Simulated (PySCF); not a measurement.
**Radial density of O³⁺ (oxygen, charge +3)**

r2SCAN0, [He] 2s2 2p1, 2P determinant. Calculation: PySCF 2.14, in x2c-QZVPPall with one added diffuse shell each of s, p, d, f type (8s5p4d3f1g, 73 functions); scalar relativity by spin-free X2C-1e.

```csv
r (bohr),4πr²ρ (e/bohr),4πr²(ρα − ρβ)
0.00375,0.05580,0.0000
0.00631,0.1495,0.0000
0.0106,0.3906,-0.0001
0.0179,0.9761,-0.0001
0.0300,2.258,0.0001
0.0505,4.590,0.0018
0.0849,7.501,0.0117
0.143,8.522,0.0587
0.240,5.429,0.2395
0.404,2.385,0.6836
0.680,3.153,1.0639
1.14,2.191,0.6227
1.92,0.2689,0.0742
3.24,0.002022,0.0008
```

Densities and radii are taken from the X2C orbitals without a picture-change correction, which distorts them close to the nucleus.
